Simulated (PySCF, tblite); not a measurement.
Isomers of C2H11NO3Si3, one GFN2-xTB conformer each. Single-point energies are computed at PBE0/pcSseg-1 (PySCF, gas phase, no added dispersion term), electronic only.

Question: Rank them by PBE0/pcSseg-1 energy, lowest first (kcal/mol).
A. `[SiH3:1][O:2][SiH2:3][NH:4][SiH:5]1[O:6][CH2:7][CH2:8][O:9]1` with Si1–O2–Si3–N4 171°, O2–Si3–N4–Si5 178°, Si3–N4–Si5–O6 54°, N4–Si5–O6–C7 -133°, Si5–O6–C7–C8 20°, O6–C7–C8–O9 -19°, C7–C8–O9–Si5 10°
B. `[NH2:1][Si@@:2]1([O:3][SiH3:4])[CH2:5][CH2:6][Si@@H:7]([OH:8])[O:9]1` with H–N1–Si2–O3 164° and 26°, N1–Si2–O3–Si4 -130°, C6–Si7–O8–H 153°, N1–Si2–C5–C6 99°, Si2–C5–C6–Si7 30°, C5–C6–Si7–O8 -142°, C6–Si7–O9–Si2 11°
C. `[CH3:1][CH2:2][NH:3][SiH:4]1[O:5][SiH2:6][O:7][SiH2:8][O:9]1` with C1–C2–N3–Si4 82°, C2–N3–Si4–O5 60°
D. `[CH3:1][NH:2][Si@@H:3]1[O:4][SiH2:5][O:6][Si@H:7]([CH3:8])[O:9]1` with C1–N2–Si3–O4 -179°
E. `[CH3:1][C:2](=[O:3])[NH:4][SiH2:5][O:6][SiH2:7][O:8][SiH3:9]` with C1–C2–N4–Si5 -179°, C2–N4–Si5–O6 -179°, N4–Si5–O6–Si7 180°, Si5–O6–Si7–O8 22°, O6–Si7–O8–Si9 2°
F. `[CH3:1][CH2:2][Si@@H:3]1[O:4][SiH2:5][O:6][Si@@H:7]([NH2:8])[O:9]1` with C1–C2–Si3–O4 59°, O6–Si7–N8–H -53° and 170°

Answer: F (0.0), D (6.3), C (17.8), B (29.8), E (70.0), A (78.3).

As drawn, the lowest has an Si–C bond, which the highest lacks. GFN2-xTB itself gives, in the same order: 11.5, 10.2, 0.0, 63.5, 57.1, 66.9. GFN2-xTB puts CCN[SiH]1O[SiH2]O[SiH2]O1 lowest instead; measured from each level's own lowest isomer, the values differ by up to 33.7 kcal/mol (N[Si@@]1(O[SiH3])CC[Si@@H](O)O1: 63.5 against 29.8).

Which frontier levels, dipoles and rotational constants go with these structures?

```csv
SMILES,"HOMO (eV, PBE0/pcSseg-1)",LUMO (eV),dipole (D),"A, B, C (MHz)"
CC[Si@@H]1O[SiH2]O[Si@@H](N)O1,-7.78,0.92,1.28,"1462, 847.3, 670.8"
CN[Si@@H]1O[SiH2]O[Si@H](C)O1,-7.01,1.11,1.45,"1387, 865.6, 605.7"
CCN[SiH]1O[SiH2]O[SiH2]O1,-7.08,0.90,1.42,"2045, 636.7, 524.8"
N[Si@@]1(O[SiH3])CC[Si@@H](O)O1,-7.46,0.41,1.15,"1625, 638.7, 580.6"
CC(=O)N[SiH2]O[SiH2]O[SiH3],-7.66,0.11,2.72,"2306, 400.9, 350.2"
[SiH3]O[SiH2]N[SiH]1OCCO1,-7.66,0.20,0.55,"3194, 386.8, 383.3"
```

What happens when harmonic zero-point energies from GFN2-xTB frequencies are added?

| SMILES | ZPE (kcal/mol) | electronic (kcal/mol) | with ZPE (kcal/mol) |
| --- | --- | --- | --- |
| CC[Si@@H]1O[SiH2]O[Si@@H](N)O1 | 87.7 | 0.0 | 0.0 |
| CN[Si@@H]1O[SiH2]O[Si@H](C)O1 | 87.4 | 6.3 | 6.1 |
| CCN[SiH]1O[SiH2]O[SiH2]O1 | 87.2 | 17.8 | 17.4 |
| N[Si@@]1(O[SiH3])CC[Si@@H](O)O1 | 85.5 | 29.8 | 27.6 |
| CC(=O)N[SiH2]O[SiH2]O[SiH3] | 81.0 | 70.0 | 63.4 |
| [SiH3]O[SiH2]N[SiH]1OCCO1 | 83.6 | 78.3 | 74.2 |

The zero-point energies span 6.7 kcal/mol. The order is unchanged.
